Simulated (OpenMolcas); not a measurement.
neutral nitrogen: effect of the active space

- Program: OpenMolcas
- Method: CASSCF
- Basis: ANO-R1
- Scalar Hamiltonian: X2C, finite nucleus
- Spin-orbit coupling: RASSI with atomic mean-field integrals over the reference wave functions, term energies averaged over their components

A. 3 electrons in 3 orbitals (2p); 2S+1 = 4 odd, 1 root; 2S+1 = 2 odd, 8 roots; cost about 2.6 core-seconds
B. 5 electrons in 4 orbitals (2s 2p); 2S+1 = 4 odd, 1 root; 2S+1 = 2 odd, 8 roots; 2S+1 = 4 even, 3 roots; cost of the order of 8 core-seconds

Energies in cm⁻¹ above 2s² 2p³ ⁴S°_3/2, the measured ground level; measured values from NIST Handbook of Basic Atomic Spectroscopic Data.

```csv
Level,A,B,Measured
2s² 2p³ ⁴S°_3/2,0.0,0.0,0.0
2s² 2p³ ²D°_3/2,23161,23151,19233
2s² 2p³ ²D°_5/2,23161,23152,19224
2s² 2p³ ²P°_1/2,38380,30440,28839
2s² 2p³ ²P°_3/2,38380,30437,28839
```

Deviations, from unrounded energies. A percentage is the sum of absolute deviations over the sum of measured energies, with the sign that they share, or ± where signs differ.

```
                        Against measurement  Levels      A      B
             mean absolute deviation (cm-1)       4   6700   2800
other terms of the ground configuration (%)       4  +28.0  +11.5
```

B lies closest to measurement on these levels. The largest miss of B in the table is 2s² 2p³ ²D°_5/2, by +3900 cm-1. The ranking rests on the paired levels alone, and a cruder setting can come out closer through cancelling errors.

Between A and B the level of the table that moves most is 2s² 2p³ ²P°_3/2, by 7900 cm-1 (lowest in B, highest in A).

Without dynamic correlation excited terms often stand tens of per cent too high (terms of higher spin than the ground term too low), and those without a measured partner can miss by more than the paired ones. With the s shell closed, the reference lacks s² → p² mixing (holds for A). Measured partners are found by configuration, term and J. A level has none where our copy of the source lacks it or the pairing is in doubt (some pairs that miss far off the trend of their configuration count as doubtful), and it then counts in no deviation. Levels of configurations outside the active space are missing. The table leaves out levels that lie high or whose names do not pair safely across all columns.

° marks odd parity.
